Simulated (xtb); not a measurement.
C₂H₅FO₂Si (SMILES F[Si@H]1COCO1), singlet, from a rough starting geometry; GFN2-xTB run with xtb 6.7.1.

xtb was given this input:
```
$ xtb mol.xyz --gfn 2 --opt vtight --json

# file mol.xyz
11

F      2.15152162    -0.37327384    -1.06201509
Si     1.21181073    -0.41849956     0.30336307
C      0.18994711     1.10038208     0.31004400
O     -1.21133468     0.67491081     0.25849784
C     -1.26512130    -0.64017231    -0.32447480
O     -0.10348412    -1.42019892    -0.13159342
H      1.93155204    -0.70466324     1.41743475
H      0.26908749     1.73015833     1.20840278
H      0.28614536     1.74836477    -0.57389756
H     -2.14447797    -1.16056733     0.06769227
H     -1.38090152    -0.50789470    -1.39088135
```

Output, abridged:

```
   ID    Z sym.   atoms
    1    9 F      1
    2   14 Si     2
    3    6 C      3, 5
    4    8 O      4, 6
    5    1 H      7-11

           -------------------------------------------------
          |                Calculation Setup                |
           -------------------------------------------------

           -------------------------------------------------
          |                 G F N 2 - x T B                 |
           -------------------------------------------------

          ...................................................
          :                      SETUP                      :
          :.................................................:
          :  # basis functions                  35          :
          :  # atomic orbitals                  34          :
          :  # shells                           18          :
          :  # electrons                        36          :
          :  max. iterations                   250          :
          :  Hamiltonian                  GFN2-xTB          :
          :  restarted?                      false          :
          :  GBSA solvation                  false          :
          :  PC potential                    false          :
          :  electronic temp.          300.0000000     K    :
          :  accuracy                    1.0000000          :
          :  -> integral cutoff          0.2500000E+02      :
          :  -> integral neglect         0.1000000E-07      :
          :  -> SCF convergence          0.1000000E-05 Eh   :
          :  -> wf. convergence          0.1000000E-03 e    :
          :  Broyden damping             0.4000000          :
          :  net charge                          0          :
          :  unpaired electrons                  0          :
          ...................................................

 iter      E             dE          RMSdq      gap      omega  full diag
   1    -21.5449354 -0.215449E+02  0.752E+00    7.03       0.0  T
   2    -21.6386948 -0.937595E-01  0.400E+00    5.10       1.0  T
   3    -21.6384716  0.223251E-03  0.193E+00    5.72       1.0  T
   4    -21.6453887 -0.691710E-02  0.648E-01    5.11       1.0  T
   5    -21.6466457 -0.125701E-02  0.390E-01    5.38       1.0  T
   6    -21.6469074 -0.261737E-03  0.113E-01    5.34       1.0  T
   7    -21.6469315 -0.240862E-04  0.385E-02    5.31       1.0  T
   8    -21.6469283  0.327029E-05  0.260E-02    5.32       1.2  T
[...]
 * total energy  :   -21.5249383 Eh     change       -0.3656769E-02 Eh
 * total energy  :   -21.5254843 Eh     change       -0.5460043E-03 Eh
 * total energy  :   -21.5257013 Eh     change       -0.2169996E-03 Eh
 * total energy  :   -21.5258244 Eh     change       -0.1231108E-03 Eh
 * total energy  :   -21.5258560 Eh     change       -0.3159560E-04 Eh
 * total energy  :   -21.5258710 Eh     change       -0.1499400E-04 Eh
 * total energy  :   -21.5258789 Eh     change       -0.7920123E-05 Eh
 * total energy  :   -21.5258840 Eh     change       -0.5118097E-05 Eh
 * total energy  :   -21.5258859 Eh     change       -0.1848936E-05 Eh
 * total energy  :   -21.5258862 Eh     change       -0.3429941E-06 Eh
 * total energy  :   -21.5258864 Eh     change       -0.1747837E-06 Eh
 * total energy  :   -21.5258864 Eh     change       -0.2513176E-07 Eh
   *** GEOMETRY OPTIMIZATION CONVERGED AFTER 14 ITERATIONS ***
         :: total energy             -21.525886441435 Eh    ::
[...]
     7   1 H        0.924    -0.028     3.603     2.969
     8   1 H        0.925     0.049     2.329     2.387
     9   1 H        0.923     0.039     2.462     2.454
    10   1 H        0.924     0.051     2.312     2.378
    11   1 H        0.923     0.024     2.669     2.555

 Mol. C6AA /au·bohr⁶  :       1490.395786
 Mol. C8AA /au·bohr⁸  :      43972.234331
 Mol. α(0) /au        :         60.348319

Wiberg/Mayer (AO) data.
largest (>0.10) Wiberg bond orders for each atom

 ---------------------------------------------------------------------------
     #   Z sym  total        # sym  WBO       # sym  WBO       # sym  WBO
 ---------------------------------------------------------------------------
     1   9 F    1.212 --     2 Si   1.092
     2  14 Si   3.941 --     6 O    1.111     1 F    1.092     7 H    0.873
                             3 C    0.852
     3   6 C    3.919 --     8 H    0.984     4 O    0.980     9 H    0.970
                             2 Si   0.852
     4   8 O    2.075 --     5 C    1.016     3 C    0.980
     5   6 C    3.927 --     4 O    1.016     6 O    0.983    10 H    0.964
                            11 H    0.961
     6   8 O    2.256 --     2 Si   1.111     5 C    0.983
     7   1 H    0.999 --     2 Si   0.873
     8   1 H    0.998 --     3 C    0.984
     9   1 H    0.998 --     3 C    0.970
    10   1 H    0.997 --     5 C    0.964
    11   1 H    0.999 --     5 C    0.961
 ---------------------------------------------------------------------------

Topologies differ in total number of bonds
Writing topology from bond orders to xtbtopo.mol

molecular dipole:
                 x           y           z       tot (Debye)
 q only:        0.288       0.153       0.410
   full:       -0.040       0.221       0.273       0.898
molecular quadrupole (traceless):
                xx          xy          yy          xz          yz          zz
 q only:       -0.362       2.704      -0.222       4.975      -1.059       0.584
  q+dip:       -3.814       3.232       0.466       5.746      -2.291       3.348
   full:       -2.057       3.147       0.695       5.802      -1.492       1.362

optimized geometry written to: xtbopt.xyz

           -------------------------------------------------
          | TOTAL ENERGY              -21.525886441435 Eh   |
          | GRADIENT NORM               0.000088190946 Eh/α |
          | HOMO-LUMO GAP               5.699891741933 eV   |
           -------------------------------------------------
```
